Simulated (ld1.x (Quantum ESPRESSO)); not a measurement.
What one change does to a pseudopotential (tellurium (Te), TM semilocal)

| Quantity | Value |
| --- | --- |
| Element | Te |
| Generator | ld1.x (Quantum ESPRESSO) 7.5 |
| Type | norm-conserving Troullier–Martins (semilocal form) |
| Functional | PBE |
| Relativity | scalar-relativistic |
| Frozen core | [Kr] 4d10 |
| Valence charge | 6 |
| Reference configuration | 5s2 5p2 (charge +2) |
| Partial waves | 5s (bound): rc 1.80 bohr; 5p (bound): rc 2.00 bohr |
| Local potential | the p channel |
| Core correction | none |

Change: wave 5p (bound): rc 2.00 bohr becomes 5p (bound): rc 1.98 bohr.

Cutoffs: the cutoffs (Ry, on a coarse ladder) from which the occupation-weighted sum of valence levels, in a spherical-Bessel basis at the reference potential, stays within 10 and 1 mRy of its value at 400 Ry; they do not see the model core or the augmentation charge, which bear on the density cutoff. Errors are all-electron minus pseudo energies relative to the spin-unpolarised reference configuration.

Problem. How do hardness, ghosts and transferability respond?

Solution. The potential gets harder (30 Ry and 40 Ry → 30 Ry and 50 Ry); the errors of the 7 common tests hardly move; neither file shows a bound ghost. A smaller radius makes the pseudo-wave follow the all-electron one further in, where it bends more sharply, so more plane waves are needed. A semilocal file is local in each channel, so a ghost entry of none says nothing of the separable form that plane-wave codes build from it.

```csv
quantity,base,changed
"cutoff, loose",30 Ry,30 Ry
"cutoff, tight",40 Ry,50 Ry
bound ghosts,none,none
"error for 5s2 5p4, meV [ΔE -27.65 eV]",+7.5,+7.6
"error for 5s2 5p3, meV [ΔE -17.92 eV]",+4.5,+4.5
"error for 5s2 5p1, meV [ΔE 26.90 eV]",-3.1,-3.2
"error for 5s1 5p4, meV [ΔE -8.08 eV]",+9.1,+9.1
"error for 5s0 5p6, meV [ΔE -8.95 eV]",+23,+23
"error for 5s2 5p4.3, meV [ΔE -29.12 eV]",+8.8,+9.0
"error for 5s2 5p3.5, meV [ΔE -23.76 eV]",+5.9,+5.9
```
